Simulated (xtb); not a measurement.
C4H7, charge -1, singlet, geometry from GFN2-xTB; GFN2-xTB (xtb 6.7.1).

Input for xtb:
```
$ xtb mol.xyz --gfn 2 --chrg -1 --grad --json

# file mol.xyz
11

C     -0.19024082     0.13060277     1.42330928
C     -0.00498966     0.11664803     0.05908609
H     -0.28744948     1.05632604     1.97577308
H     -0.20755370    -0.77968074     2.01169741
C      0.08676696     1.20492954    -0.78061181
H      0.17732246     1.09117949    -1.85501323
H     -0.03223483     2.21755638    -0.41733078
C      0.10356375    -1.24871026    -0.60034753
H      0.36600386    -2.02101005     0.12619141
H     -0.84814294    -1.53662037    -1.06173446
H      0.86145311    -1.24857125    -1.38819972
```

What the program printed (banner, timings and long lists left out):

```
   ID    Z sym.   atoms
    1    6 C      1, 2, 5, 8
    2    1 H      3, 4, 6, 7, 9-11

           -------------------------------------------------
          |                Calculation Setup                |
           -------------------------------------------------

           -------------------------------------------------
          |                 G F N 2 - x T B                 |
           -------------------------------------------------

          ...................................................
          :                      SETUP                      :
          :.................................................:
          :  # basis functions                  23          :
          :  # atomic orbitals                  23          :
          :  # shells                           15          :
          :  # electrons                        24          :
          :  max. iterations                   250          :
          :  Hamiltonian                  GFN2-xTB          :
          :  restarted?                      false          :
          :  GBSA solvation                  false          :
          :  PC potential                    false          :
          :  electronic temp.          300.0000000     K    :
          :  accuracy                    1.0000000          :
          :  -> integral cutoff          0.2500000E+02      :
          :  -> integral neglect         0.1000000E-07      :
          :  -> SCF convergence          0.1000000E-05 Eh   :
          :  -> wf. convergence          0.1000000E-03 e    :
          :  Broyden damping             0.4000000          :
          :  net charge                         -1          :
          :  unpaired electrons                  0          :
          ...................................................

 iter      E             dE          RMSdq      gap      omega  full diag
   1    -12.3645432 -0.123645E+02  0.356E+00    4.52       0.0  T
   2    -12.4202503 -0.557071E-01  0.164E+00    3.67       1.0  T
   3    -12.4252316 -0.498131E-02  0.959E-01    3.98       1.0  T
   4    -12.4261615 -0.929912E-03  0.323E-01    3.83       1.0  T
   5    -12.4263562 -0.194687E-03  0.822E-02    3.86       1.0  T
   6    -12.4263595 -0.323823E-05  0.411E-02    3.85       1.0  T
   7    -12.4263610 -0.154103E-05  0.260E-02    3.85       1.2  T
   8    -12.4263639 -0.285086E-05  0.192E-03    3.85      15.7  T
   9    -12.4263639 -0.384577E-08  0.633E-04    3.85      47.6  T
  10    -12.4263639 -0.148147E-08  0.183E-04    3.85     164.6  T

   *** convergence criteria satisfied after 10 iterations ***

         :::::::::::::::::::::::::::::::::::::::::::::::::::::
         ::                     SUMMARY                     ::
         :::::::::::::::::::::::::::::::::::::::::::::::::::::
         :: total energy             -12.219008582581 Eh    ::
         :: gradient norm              0.000056708139 Eh/a0 ::
         :: HOMO-LUMO gap              3.854349836273 eV    ::
         ::.................................................::
         :: SCC energy               -12.426359874810 Eh    ::
         :: -> isotropic ES            0.131419397191 Eh    ::
         :: -> anisotropic ES          0.021150894138 Eh    ::
         :: -> anisotropic XC          0.007327049310 Eh    ::
         :: -> dispersion             -0.006706117469 Eh    ::
         :: repulsion energy           0.207351292228 Eh    ::
         :: add. restraining           0.000000000000 Eh    ::
         :: total charge              -1.000000000000 e     ::
         :::::::::::::::::::::::::::::::::::::::::::::::::::::

           -------------------------------------------------
          |                Property Printout                |
           -------------------------------------------------

    * Orbital Energies and Occupations

         #    Occupation            Energy/Eh            Energy/eV
      -------------------------------------------------------------
         1        2.0000           -0.4017014             -10.9309
         2        2.0000           -0.3489630              -9.4958
         3        2.0000           -0.3229430              -8.7877
         4        2.0000           -0.2930886              -7.9753
         5        2.0000           -0.2910791              -7.9207
         6        2.0000           -0.2836480              -7.7185
         7        2.0000           -0.2525631              -6.8726
         8        2.0000           -0.2168223              -5.9000
         9        2.0000           -0.1968500              -5.3566
        10        2.0000           -0.1953802              -5.3166
        11        2.0000           -0.1548814              -4.2145
        12        2.0000           -0.0417101              -1.1350 (HOMO)
        13                          0.0999347               2.7194 (LUMO)
        14                          0.3116069               8.4793
        15                          0.3453079               9.3963
        16                          0.3690982              10.0437
        17                          0.3793227              10.3219
        18                          0.3997282              10.8772
        19                          0.4234973              11.5239
        20                          0.5143867              13.9972
        21                          0.5371442              14.6164
        22                          0.7295486              19.8520
        23                          0.8532951              23.2193
      -------------------------------------------------------------
                  HL-Gap            0.1416448 Eh            3.8543 eV
             Fermi-level            0.0291123 Eh            0.7922 eV

     #   Z          covCN         q      C6AA      α(0)
     1   6 C        2.844    -0.227    34.077     9.567
     2   6 C        2.936    -0.018    28.463     8.750
     3   1 H        0.925    -0.092     5.293     3.598
     4   1 H        0.925    -0.103     5.654     3.718
     5   6 C        2.845    -0.229    34.139     9.576
     6   1 H        0.925    -0.103     5.664     3.722
     7   1 H        0.925    -0.093     5.320     3.607
     8   6 C        3.761    -0.068    21.849     6.663
     9   1 H        0.924    -0.020     3.437     2.899
    10   1 H        0.924    -0.025     3.540     2.942
    11   1 H        0.924    -0.021     3.453     2.906

 Mol. C6AA /au·bohr⁶  :       1340.706218
 Mol. C8AA /au·bohr⁸  :      28390.817161
 Mol. α(0) /au        :         57.947996

Wiberg/Mayer (AO) data.
largest (>0.10) Wiberg bond orders for each atom

 ---------------------------------------------------------------------------
     #   Z sym  total        # sym  WBO       # sym  WBO       # sym  WBO
 ---------------------------------------------------------------------------
     1   6 C    3.753 --     2 C    1.486     3 H    0.975     4 H    0.972
                             5 C    0.284
     2   6 C    3.963 --     1 C    1.486     5 C    1.482     8 C    0.989
     3   1 H    0.992 --     1 C    0.975
     4   1 H    0.989 --     1 C    0.972
     5   6 C    3.747 --     2 C    1.482     7 H    0.974     6 H    0.973
                             1 C    0.284
     6   1 H    0.989 --     5 C    0.973
     7   1 H    0.991 --     5 C    0.974
     8   6 C    3.980 --     2 C    0.989     9 H    0.987    11 H    0.986
                            10 H    0.982
     9   1 H    1.000 --     8 C    0.987
    10   1 H    0.999 --     8 C    0.982
    11   1 H    1.000 --     8 C    0.986
 ---------------------------------------------------------------------------

Topologies differ in total number of bonds
Writing topology from bond orders to xtbtopo.mol

molecular dipole:
                 x           y           z       tot (Debye)
 q only:        0.085      -0.854      -0.396
   full:        0.060      -1.001      -0.474       2.820
molecular quadrupole (traceless):
                xx          xy          yy          xz          yz          zz
 q only:        5.495      -0.036      -1.474       1.127       1.672      -4.020
  q+dip:        3.148      -0.256      -0.491       0.865       1.484      -2.658
   full:        3.330      -0.289      -0.386       0.918       1.716      -2.944

           -------------------------------------------------
          | TOTAL ENERGY              -12.219008582581 Eh   |
          | GRADIENT NORM               0.000056708139 Eh/α |
          | HOMO-LUMO GAP               3.854349836273 eV   |
           -------------------------------------------------

normal termination of xtb
```
